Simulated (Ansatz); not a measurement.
**One elementary step**

Start structure (AlSiNH$_{8}$O$_{2}$F, doublet), relaxed at PBE0-D4/def2-TZVP:

Al1  (-1.451, 0.673, -0.303)
O2  (-0.427, -0.707, 0.039)
Si3  (-0.343, -2.300, -0.317)
F4  (-1.871, 0.784, -1.922)
H5  (0.685, 1.850, 0.434)
N6  (-0.031, 2.106, -0.261)
H7  (0.979, -0.107, 1.071)
O8  (1.617, 0.556, 1.397)
H9  (0.492, -2.973, 0.716)
H10  (-1.692, -2.928, -0.320)
H11  (0.287, -2.524, -1.646)
H12  (-0.392, 3.029, -0.046)
H13  (0.412, 2.153, -1.176)
H14  (1.735, 0.388, 2.334)
(Å)

The step: AlSiH₃OF ([F][Al][O][SiH3]) + H₂O + NH₃ → AlNH₂F ([NH2][Al][F]) + SiH₄O ([OH][SiH3]) + H₂O (still joined by a long Al–O bond); bonds formed: O2–H7, H5–O8; bonds broken: H5–N6, H7–O8; bonds weakened to dative contacts: Al1–O2. Ansatz 0.2.0; basis: def2-TZVPP and def2-QZVPP; cores frozen in the correlated methods; orbitals are unrestricted. Extrapolation: Hartree–Fock as exp(−7.88 √X), correlation as X^−2.97. Energies below are by CCSD(T) at an estimated basis limit (MP2 extrapolated from triple and quadruple zeta, plus CCSD(T) − MP2 in triple zeta).

Question: What are the electronic barrier and the energy of the step, from the start structure to the end structure? (An estimate is asked for; the value comes from the calculation.)

Answer: By the calculation: Barrier 98.8 kJ/mol; step energy 92.2 kJ/mol (uphill); reverse barrier, their difference, 6.6 kJ/mol. Barrier and step energy count from the start structure, the reverse barrier from the end structure.

The saddle point: One imaginary mode of 367i cm⁻¹.
```json
{"pair": "O2–H7", "start (Å)": "1.84", "saddle (Å)": "1.11", "end (Å)": "1.04"}
{"pair": "H5–O8", "start (Å)": "1.86", "saddle (Å)": "1.08", "end (Å)": "1.03"}
{"pair": "Al1–O2", "start (Å)": "1.75", "saddle (Å)": "1.89", "end (Å)": "1.92"}
{"pair": "H5–N6", "start (Å)": "1.03", "saddle (Å)": "1.50", "end (Å)": "1.65"}
{"pair": "H7–O8", "start (Å)": "0.98", "saddle (Å)": "1.32", "end (Å)": "1.46"}
```

Zero-point energy (harmonic, PBE0-D4): ZPE is 252.6 kJ/mol at the start and 239.2 kJ/mol at the saddle, so the barrier goes from 98.8 to 85.4 kJ/mol.

T1 diagnostic: at most 0.013. ⟨S²⟩ of the unrestricted Hartree–Fock references: 0.75 (a pure state has 0.75).

Labels in which every atom is bracketed show which atoms are joined, not bond orders.

For scale, one of the runs: CCSD(T)/def2-TZVPP, 320 basis functions, launched by `ansatz run in.yaml --threads 4 --pin off --events-out ev --progress --plain --max-ram 66560MiB --backend cuda --devices 0, --max-vram 37GiB`. The run took 31 s on 4 CPU threads of an AMD EPYC 7R13 and a share of one NVIDIA H100 (shared host), with 0.84 GiB of host memory at its peak.
